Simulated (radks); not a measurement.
Rb6+, configuration [Ar] 3d10 4s2 4p(1/2: 1, 3/2: 0) (the NIST ground configuration).

Method: Dirac Kohn-Sham, BLYP, spin-unpolarised, spherical densities, finite nucleus; Fermi nuclear charge, rms radius 4.2036 fm; computed with a radial shooting solver on a logarithmic mesh with Libxc functionals.

Energy parts (hartree):
part                       energy
total                 -2971.81278
kinetic                3056.96069
electron-nucleus      -7073.01410
Hartree                1142.84532
exchange-correlation    -98.60470

Orbitals (lengths in bohr, moments of r in powers of bohr; r(max) is where P^2 peaks):
\begin{tabular}{lrrr}
orbital & occ. & eigenvalue (hartree) & r(max) \\ \hline
1s1/2 & 2 & -555.7951 & 0.02628 \\
2s1/2 & 2 & -77.11664 & 0.1496 \\
2p1/2 & 2 & -70.27713 & 0.1172 \\
2p3/2 & 4 & -68.04007 & 0.1206 \\
3s1/2 & 2 & -14.21042 & 0.4506 \\
3p1/2 & 2 & -11.75654 & 0.4399 \\
3p3/2 & 4 & -11.41833 & 0.4487 \\
3d3/2 & 4 & -7.11752 & 0.3900 \\
3d5/2 & 6 & -7.05958 & 0.3927 \\
4s1/2 & 2 & -4.01637 & 1.190 \\
4p1/2 & 1 & -3.34300 & 1.276 \\
4p3/2 & 0 & -3.29146 & 1.297 \\
\end{tabular}

The highest occupied level is 4p1/2 at -90.968 eV. For comparison, the ionisation energy in NIST's Atomic Spectra Database is 98.67 eV (semi-empirical). In exact Kohn-Sham theory the highest level is minus the ionisation energy, but local and semilocal functionals leave it too shallow, through self-interaction and a potential that decays too fast; potentials with the right tail come closer. Summed over all electrons, <r^2> = 12.09 bohr^2, which gives a Langevin (diamagnetic) susceptibility term of -9.57 x 10^-6 cm^3/mol.

Beside tabulated values, note that spin-unpolarised runs miss the spin-polarisation part of the exchange energy of open shells.
